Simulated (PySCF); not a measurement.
Compound: C4H10ClSi (doublet state).
Z-matrix (Å and degrees, GFN2-xTB geometry), rows numbered from 1:
```
C 
C   1  1.4856
Si  2  1.8562  1  120.82
C   2  1.4882  1  116.90  3  -170.87
C   4  1.5332  2  112.65  1    70.51
Cl  5  1.7827  4  110.71  2    63.94
H   1  1.0889  2  110.81  3   -37.25
H   1  1.0954  2  110.71  3    80.77
H   1  1.0910  2  111.90  3  -159.35
H   3  1.4638  2  108.04  1   167.87
H   3  1.4694  2  112.71  1   -71.15
H   3  1.4683  2  108.25  1    47.99
H   4  1.0912  2  110.44  1  -167.98
H   4  1.0973  2  110.34  1   -48.02
H   5  1.0900  4  111.05  2  -177.55
H   5  1.0894  4  111.21  2   -54.76
```

The hyperfine couplings belong to this conformer and change with its torsions.

Identity: `C[C]([SiH3])CCCl` [radical].

The calculation used UKS B3LYP, pcH-1 on C Cl H Si, non-relativistic, mean-field spin-orbit, GIAO (PySCF). Isolated species at its GFN2-xTB geometry (one conformer only). Couplings are sensitive to structure, and on GFN2-xTB geometries they can be far from those on DFT ones. The SCF solution wasn't tested for stability.

Q: Break the g tensor into its mass correction, gauge correction and orbital-Zeeman/spin–orbit terms.

A: 
```json
{"Δg (ppm)": "relativistic mass correction", "1": "-133", "2": "-133", "3": "-133"}
{"Δg (ppm)": "gauge correction", "1": "-1", "2": "30", "3": "30"}
{"Δg (ppm)": "orbital Zeeman/spin–orbit", "1": "-76", "2": "662", "3": "1299"}
{"Δg (ppm)": "total", "1": "-210", "2": "559", "3": "1195"}
```

So g = 2.00211, 2.00288, 2.00351 and g_iso = 2.00283; the tensor is rhombic: the two nearest values differ by 45 % of g3 − g1. Axes: g2 points within 10° of the C2–C4 bond.

Q: What effective moment and Curie constant follow for a powder?

A: With the mean of g² = 4.0113 and S(S+1) = 0.75: μ_eff = √(⟨g²⟩S(S+1)) = 1.735 μB and χT = 0.12505·⟨g²⟩·S(S+1) = 0.376 cm³ K/mol (cgs; spin-Hamiltonian part alone).

Q: How much does each term add to the isotropic shift?

A: The orbital-Zeeman/spin–orbit term 628, the mass correction -133 and the gauge correction 19 ppm, for a total of 515 ppm. The orbital-Zeeman/spin–orbit term is the largest in size. The mass correction is the same along every axis, so the anisotropy comes from the other two: their spans along these axes are 31 (gauge) and 1375 ppm (orbital Zeeman/spin–orbit).

Q: At 93.795 GHz, how far is the centre of the isotropic spectrum from where a free electron (g = 2.002319) resonates?

A: B = hν/(g μB) with μB/h = 13.99624 MHz/mT gives 3346.84 mT for the free electron and 3345.98 mT at g_iso, 0.86 mT lower.

Q: In a frozen sample, at which fields do the three g values resonate at 9.5, 34, 94 and 263 GHz (hyperfine left aside), and which band first spreads them over more than twice a line width of 0.5 mT?

A: 
```
band    GHz  B(g3) mT  B(g2) mT  B(g1) mT  spread mT
   X    9.5    338.78    338.89    339.02       0.24
   Q   34.0   1212.48   1212.87   1213.33       0.85
   W   94.0   3352.15   3353.22   3354.51       2.35
   J  263.0   9378.90   9381.88   9385.48       6.58
```

The spread grows in proportion to the frequency. W band is the first where it exceeds 1.0 mT.

The Mulliken spin populations are largest on C2 (+0.96), C1 (-0.08) and C4 (-0.07). C2 is the only atom above +0.15. The positive populations add up to 1.19 and the negative ones to -0.19, together 2S = 1. The angles at C2 add up to 359.3°, so it is planar.

The HOMO–LUMO gaps are 6.30 eV among the α and 5.90 eV among the β orbitals.
